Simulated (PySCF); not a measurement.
B₃H₇N₃, SMILES B1NB[NH2+]BN1, charge +1. Heavy atoms are numbered as in [BH:1]1[NH:2][BH:3][NH2+:4][BH:5][NH:6]1. Hydrogens are named by the atom that carries them.

Coordinates come from a B3LYP-D3(BJ)/def2-SVP optimisation. The isomer is the one that the SMILES or the coordinates give; other isomers of the formula were not compared.

Calculation: PySCF with HF/pcSseg-1.

GIAO shieldings, no solvent; atoms alike by connectivity are averaged. δ = σ(ref) − σ: ¹¹B against BF3 (σ = 102.7 ppm); ¹⁵N against NH3 (σ = 267.3 ppm); ¹H against TMS (σ = 31.99 ppm), references at their B3LYP-D3(BJ)/def2-TZVP geometries, non-relativistic.

```csv
nucleus,atoms,count,δ (ppm)
¹¹B,B3 (BH),2,26.0
¹¹B,B1 (BH),1,23.1
¹⁵N,N2 (NH),2,140.2
¹⁵N,N4 (NH2),1,50.9
¹H,H on N2,2,7.16
¹H,H on B3,2,5.45
¹H,H on B1,1,5.37
¹H,H on N4,2,4.35
```
